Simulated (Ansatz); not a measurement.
A cut through the energy surface

BHSF2 (SMILES FB(F)S), singlet, at its PBE0-D4/def2-TZVP minimum:

```xyz
5
angstrom
F 0.4338 -1.7581 0.0891
B 0.0640 -0.4998 0.2177
F -0.4131 -0.1051 1.3824
S 0.2264 0.6104 -1.1903
H -0.2613 1.6789 -0.5403
```

The dihedral angle F1–B2–S4–H5 (180.0° at the minimum) is set to the values below, with the rest relaxed at PBE0-D4/def2-TZVP at each step (the four atoms are held in place, so their three bonds and two angles keep the values of the minimum). Each method's energies count from its own value at the PBE0-D4 minimum structure. Computed with Ansatz 0.2.0 (basis: def2-TZVPP); correlated methods freeze the cores. B3LYP uses VWN-RPA correlation.

CCSD(T) energies along the scan:
```tsv
dihedral angle (°)	CCSD(T) (meV)
-163.9	31
-138.2	186
-112.5	383
-86.8	455
-61.1	328
-35.3	137
-9.6	23
```
They count from the CCSD(T) energy at the PBE0-D4 minimum.

Largest difference from the CCSD(T) curve over the scan: PBE0-D4 6; B3LYP-D4 12; wB97M-V 13; HF 11 meV. Each curve counts from its own value at the minimum.

No T1 diagnostic of these runs exceeds 0.014.

For scale, one of the runs: CCSD(T)/def2-TZVPP, 149 basis functions (an equivalent command: `ansatz run in.yaml --threads 2`). The run took 19 s on 2 CPU threads (shared host), with 1 GiB of host memory at its peak.
